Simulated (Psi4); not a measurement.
Interaction energy of C2H2 ··· C4H5N (SMILES C#C and c1cc[nH]c1). Monomers: optimised at B3LYP-D3(BJ) (def2-TZVP), held rigid. Orientation: lowest of the rigid-body minima from ten starts at GFN2-xTB. Only R, the distance of the centres of mass, is varied, so the lowest point isn't the relaxed dimer.

Level of theory: SAPT0/jun-cc-pVDZ, frozen core (Psi4).

Components in kJ/mol:

```json
[
 {"R / Å": "3.85", "electrostatics": "-67.49", "exchange": "150.68", "induction": "-32.87", "dispersion": "-27.89", "total": "22.43"},
 {"R / Å": "4.04", "electrostatics": "-44.17", "exchange": "85.04", "induction": "-19.19", "dispersion": "-19.19", "total": "2.49"},
 {"R / Å": "4.24", "electrostatics": "-29.08", "exchange": "46.13", "induction": "-10.96", "dispersion": "-13.17", "total": "-7.08"},
 {"R / Å": "4.46", "electrostatics": "-19.26", "exchange": "23.30", "induction": "-6.02", "dispersion": "-8.88", "total": "-10.86"},
 {"R / Å": "4.69", "electrostatics": "-13.27", "exchange": "11.31", "induction": "-3.31", "dispersion": "-5.99", "total": "-11.26"},
 {"R / Å": "4.89", "electrostatics": "-10.00", "exchange": "6.00", "induction": "-2.02", "dispersion": "-4.31", "total": "-10.33"},
 {"R / Å": "5.13", "electrostatics": "-7.40", "exchange": "2.79", "induction": "-1.15", "dispersion": "-2.94", "total": "-8.70"},
 {"R / Å": "5.49", "electrostatics": "-4.98", "exchange": "0.88", "induction": "-0.53", "dispersion": "-1.71", "total": "-6.34"},
 {"R / Å": "5.92", "electrostatics": "-3.28", "exchange": "0.21", "induction": "-0.23", "dispersion": "-0.94", "total": "-4.24"},
 {"R / Å": "6.65", "electrostatics": "-1.79", "exchange": "0.02", "induction": "-0.07", "dispersion": "-0.40", "total": "-2.23"},
 {"R / Å": "7.64", "electrostatics": "-0.90", "exchange": "0.00", "induction": "-0.02", "dispersion": "-0.15", "total": "-1.07"},
 {"R / Å": "8.92", "electrostatics": "-0.43", "exchange": "0.00", "induction": "-0.01", "dispersion": "-0.05", "total": "-0.49"}
]
```
